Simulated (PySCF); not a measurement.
SMILES [Cl][Ge]([Cl])([Cl])[SiH2][GeH3] (H5Cl3Ge2Si), singlet (PBE0/def2-SVP optimised geometry):

```
11

Ge    -0.673    -2.471     1.644
Si    -1.586    -0.273     1.824
Ge    -0.759     1.016     0.000
Cl     1.398     1.016     0.000
Cl    -1.398     3.072     0.000
Cl    -1.377     0.156    -1.878
H     -1.078    -3.072     0.290
H      0.857    -2.390     1.747
H     -1.226    -3.340     2.786
H     -3.075    -0.256     1.715
H     -1.155     0.430     3.069
```

Calculation: PBE0/def2-TZVP run with PySCF.

Task: What are the frontier orbital energies and the dipole moment?

Result: HOMO-2 -9.11 eV, HOMO-1 -9.10 eV, HOMO -8.44 eV, LUMO -1.65 eV, LUMO+1 -0.90 eV; dipole moment 3.23 D.

On the same geometry PBE/def2-TZVP run with PySCF 2.14.0 gives HOMO-2 -7.81 eV, HOMO-1 -7.66 eV, HOMO -7.30 eV, LUMO -2.53 eV, LUMO+1 -1.70 eV; dipole moment 3.11 D.

Meta-Löwdin charges at PBE0/def2-TZVP: Ge1 0.13, Si2 0.16, Ge3 0.73, Cl4 -0.29, Cl5 -0.28, Cl6 -0.29, H7 -0.03, H8 -0.03, H9 -0.03, H10 -0.04, H11 -0.04.
